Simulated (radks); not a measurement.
Question: These are the eigenvalues of the occupied orbitals of an atom or ion with whole-number occupations (hartree). Calculated with a radial shooting solver on a logarithmic mesh with Libxc functionals: Dirac Kohn-Sham, LDA (Slater exchange, Perdew-Wang correlation), spin-unpolarised, spherical densities, finite nucleus; Fermi nuclear charge, rms radius of each element as measured or else 0.836 A^(1/3) + 0.57 fm.

1s1/2: -2245.753
2s1/2: -380.7257
2p1/2: -363.3566
2p3/2: -324.9219
3s1/2: -86.15508
3p1/2: -78.45838
3p3/2: -70.30278
3d3/2: -57.13235
3d5/2: -55.34855
4s1/2: -17.31150
4p1/2: -14.19593
4p3/2: -12.34387
4d3/2: -7.20536
4d5/2: -6.86843
5s1/2: -2.50559
5p1/2: -1.64869
5p3/2: -1.41253
4f5/2: -0.62777
4f7/2: -0.57875
6s1/2: -0.43226
6p1/2: -0.28079

Which element is it, and in what charge state? The configuration may be excited. Open shells, if any, fill j = l - 1/2 first.

Answer: Z = 70, ytterbium, charge +1: Yb+ in [Kr] 4d10 4f14 5s2 5p5 6s1 6p1. The list shows which subshells hold electrons but not how many an open one holds; the 1s level, -2245.8 hartree, gives Z - s = 67.0 by -(Z - s)^2/2, which with screening and relativity narrows Z to a few neighbours, and the depths of the outer levels then fix element, charge and occupations together.
